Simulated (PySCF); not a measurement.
Electron correlation in Ar⁺ (argon, charge +1)

[Ne] 3s2 3p5, 2P determinant. All numbers are calculated (PySCF 2.14, scalar relativity by spin-free X2C-1e, in x2c-TZVPPall). Frozen: [Ne]; 7 electrons correlated.

| level | correlation energy (mhartree) |
| --- | --- |
| CCSD | -191.06 |
| (T) | -5.31 |
| CCSD(T) | -196.37 |
| CCSDT | -197.00 |

Diagnostics: T1 = 0.0064, D1 = 0.0218, largest double amplitude 0.054.

Cost of the coupled-cluster step: about 0.7 core-seconds, for 7 correlated electrons.
